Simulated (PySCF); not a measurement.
Gas-phase reaction: InH + 2 HCl = InCl2 + 3 H

Energies from PySCF, thermal terms from the rigid-rotor harmonic-oscillator model, ideal gas at 1 bar. † marks an energy on the PBE0/def2-TZVP geometry and frequencies; other levels use their own. MP2 and CCSD(T) freeze the core. Open shells (unrestricted): InCl2 (multiplicity 2), H (multiplicity 2); the rest are closed-shell singlets. B3LYP is the form with VWN-RPA correlation. In: scalar-relativistic def2 core potential, no spin-orbit coupling. InH, InCl2: computed as isolated molecules; such fragments, hydroxides, amides, oligomers or adducts are transient or little studied in the gas. MP2 isn't extrapolated to the basis-set limit; its ΔH°(298 K) is 417.2 kJ in def2-SVP and 461.2 kJ in def2-TZVPP. CCSD(T) isn't extrapolated to the basis-set limit; its ΔH°(298 K) is 476.2 kJ in def2-SVP and 503.9 kJ in def2-TZVPP. The harmonic model lacks anharmonicity and excited electronic states, which grow with temperature; levels with a mode under 35 cm⁻¹ are left out. Soft modes under 120 cm⁻¹ make the harmonic entropy rough for InCl2.

| level | ΔE electronic, kJ | ΔH°(298 K), kJ | ΔS°(298 K), J/K | ΔG°(2000 K), kJ |
|---|---|---|---|---|
| B3LYP/def2-TZVP† | 540 | 506 | 77 | 296 |
| BLYP/def2-TZVP† | 537 | 503 | 77 | 293 |
| CCSD(T)/def2-TZVPP† | 538 | 504 | 77 | 294 |
| MP2/def2-SVP† | 451 | 417 | 77 | 207 |
| PBE/def2-SVP | 482 | 450 | 78 | 237 |
| PBE0/def2-QZVP† | 501 | 467 | 77 | 257 |
| PBE0/def2-TZVP | 494 | 460 | 77 | 250 |
| LDA/def2-TZVP† | 551 | 518 | 77 | 307 |
| ωB97X-V/def2-TZVP† | 513 | 479 | 77 | 269 |
ΔH° is lowest at MP2/def2-SVP† and highest at LDA/def2-TZVP†. No reference value is set beside these.
